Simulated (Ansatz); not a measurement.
Born–Oppenheimer molecular dynamics of C2H7BOS (12 atoms, charge 0, multiplicity 1). It starts from a rough guess of a transition structure, not a stationary point.

Method: Ansatz 0.2.0, UKS LDA/STO-3G.

```
ensemble                      : NVE (velocity Verlet)
time step                     : 0.5 fs
steps asked                   : 150
starting velocities drawn for : 100 K
seed                          : 319274
```

First frame:

```xyz
12
Properties=species:S:1:pos:R:3
B -0.223 -0.028 -0.379
S 1.898 -0.539 -0.706
O -0.518 1.262 -0.441
C 0.181 1.357 0.802
H 1.252 0.490 0.623
C -1.060 -1.339 -0.202
H 2.054 0.331 -1.695
H -0.447 1.160 1.666
H 0.655 2.335 0.860
H -1.160 -1.841 -1.162
H -0.572 -2.046 0.463
H -2.062 -1.142 0.173
```

Task: How far do the bonds stretch over the last three quarters of this one trajectory? (Pairs bonded in most of those frames.)

Result: 
```tsv
bond	mean (Å)	spread (Å)	shortest	longest
B1–S2	1.831	0.122	1.69	2.01
B1–O3	1.383	0.060	1.30	1.49
B1–C6	1.635	0.065	1.51	1.70
S2–H7	1.380	0.029	1.33	1.43
O3–C4	1.480	0.063	1.34	1.59
C4–H5	1.128	0.071	1.00	1.25
C4–H8	1.119	0.050	1.03	1.21
C4–H9	1.116	0.041	1.05	1.19
C6–H10	1.105	0.008	1.09	1.12
C6–H11	1.106	0.017	1.08	1.14
C6–H12	1.106	0.019	1.08	1.14
```

Mean temperature of the second half: 1676 K. The conserved energy stayed within 0.5 meV per atom of its start (net change -0.44 meV per atom), so the integration is sound. The system heated up, since it started high on the potential surface and ran downhill. A run of 0.075 ps of so small a system gives no equilibrium averages. The orbitals stay closed-shell, which can raise the energy where a bond breaks towards radicals; this wasn't checked here. Limits of this set-up: minimal basis.

Run time: 13 min on 1 CPU thread of a shared host.
